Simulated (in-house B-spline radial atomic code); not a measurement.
# The germanium ion Ge²⁺: [Ar] 3d10 4s1 5p1 (an excited or competing configuration)

Computed with a B-spline radial code for spherical atoms: Dirac-Hartree-Fock, average of configuration, Fermi nucleus of rms radius 4.0742 fm.

Screening seen three ways: the hydrogenic charge with the same mean radius, Z_r = [3n² - l(l+1)]/(2<r>), the one with the same energy, Z_e = n√(-2ε), and Slater's rules. Values are occupation-weighted means over j.

```
shell  electrons   ε (eV)  <r> (bohr)    Z_r    Z_e  Slater
   1s          2   -11214     0.04698  31.93  28.71   31.70
   2s          2  -1482.3       0.209  28.71  20.88   27.85
   2p          6  -1294.3      0.1835  27.24  19.51   27.85
   3s          2  -229.12      0.6224  21.69  12.31   20.75
   3p          6  -169.44      0.6458  19.35  10.59   20.75
   3d         10  -71.178      0.7167  14.65   6.86   10.85
   4s          1  -38.947       1.905  12.60   6.77    6.70
   5p          1  -11.088       5.314   6.87   4.51    3.15
```

The least bound orbital is 5p3/2 at -11.06 eV, and it is also the most diffuse (<r> = 5.326 bohr).

Spin-orbit splittings of the orbital energies (j = l + 1/2 above j = l - 1/2 when positive): 2p 32.24 eV, 3p 4.55 eV, 3d 0.657 eV, 5p 0.07415 eV.

For the 1s electron the small component carries 1.34 % of the norm, the zero-frequency Breit interaction raises the level by 16.18 eV, self-energy by 8.385 eV, and vacuum polarisation lowers it by 0.8086 eV.
